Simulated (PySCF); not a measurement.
Computed shifts of a molecule CH3Cl2NSi2, PBE/pcSseg-1 run with PySCF, GIAO, gas phase, atoms alike by connectivity averaged where their shifts nearly agree, in ppm (number of nuclei): ²⁹Si: 26.1 (1), 24.2 (1). ¹³C: 222.6 (1). ¹⁵N: 515.3 (1). ¹H: 10.19 (1), 6.07 (2). References: ³⁵Cl against HCl (σ = 936.5 ppm); ²⁹Si against TMS (σ = 335.4 ppm); ¹³C against TMS (σ = 182.0 ppm); ¹⁵N against NH3 (σ = 267.0 ppm); ¹H against TMS (σ = 31.49 ppm), references at their B3LYP-D3(BJ)/def2-TZVP geometries, non-relativistic (without spin–orbit terms, shifts of atoms bonded to Cl or Br come out too high). Coordinates come from a ωB97X-D3(BJ)/def2-SVP optimisation. One conformer was computed; it need not be the lowest.

Problem. Which molecule gave these data?
A. Cl[Si]1(Cl)N=C[SiH2]1
B. Cl[Si]1(Cl)C=N[SiH2]1
C. Cl[Si@H]1C=N[Si@@H]1Cl

Solution. B, Cl[Si]1(Cl)C=N[SiH2]1
